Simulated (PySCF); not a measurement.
Species: C₂H₁₀OSi₂.
Bonds: C1–O2, O2–C3, C3–Si4, Si4–Si5. Hydrogens: H6, H7, H8 on C1; H9, H10 on C3; H11, H12 on Si4; H13, H14, H15 on Si5.

Method: TDDFT CAM-B3LYP/def2-SVPD, vertical, gas phase, core orbitals frozen in the response in PySCF. The structure is a single PBE0-D3(BJ)/def2-SVP conformer in the gas phase; no vibrational or solvent corrections. Torsions of this conformer, `[CH3:1][O:2][CH2:3][SiH2:4][SiH3:5]`: C1–O2–C3–Si4 178°, O2–C3–Si4–Si5 -45°.

Orbital energies (eV): HOMO-3 -10.68, HOMO-2 -10.09, HOMO-1 -9.33, HOMO -9.18, LUMO 1.08, LUMO+1 1.22, LUMO+2 1.49.

Lowest singlets, with some entries withheld (?).

| state | ν̃ (cm⁻¹) | f | main configurations (H = HOMO, L = LUMO) |
| --- | --- | --- | --- |
| S1 | 57200 | 0.011 | H→L (73%) |
| S2 | 58630 | 0.051 | H-1→L (62%), H-1→L+4 (9%) |
| S3 | 60240 | 0.023 | H-1→L+3 (45%), H-1→L+2 (15%), H→L+3 (11%) |
| S4 | 61950 | 0.066 | H-1→L+1 (36%), H→L+1 (18%), H-1→L+3 (11%) |
| S5 | 62890 | 0.028 | H→L+1 (21%), H→L+2 (18%), H→L (17%) |
| S6 | ? | 0.184 | H-1→L+1 (37%), H-1→L+2 (20%), H-1→L (11%) |
| S7 | ? | 0.038 | H→L+4 (55%), H→L+1 (16%), H-1→L+4 (12%) |
| S8 | ? | 0.135 | H-2→L (73%) |
| S9 | ? | 0.013 | H→L+3 (32%), H→L+2 (22%), H→L+4 (12%) |
| S10 | ? | 0.023 | H→L+2 (27%), H→L+3 (22%), H-1→L+5 (22%) |

(1) What stands in place of each question mark?

(2) How far apart are S8 and S9, in eV and cm⁻¹?

(3) What is the vertical ionisation energy by ΔSCF at this level?

(4) What is the mean static polarisability from the same response equations?

Results:

(1) 
- S6: ν̃ = 63780 cm⁻¹
- S7: ν̃ = 64400 cm⁻¹
- S8: ν̃ = 64580 cm⁻¹
- S9: ν̃ = 66080 cm⁻¹
- S10: ν̃ = 67130 cm⁻¹

(2) 8.193 − 8.007 = 0.186 eV, or about 1500 cm⁻¹.

(3) 9.91 eV; −ε(HOMO) is 9.18 eV.

(4) 90.1 au (13.35 Å³), with principal values 77.8, 92.2 and 100.3 au.
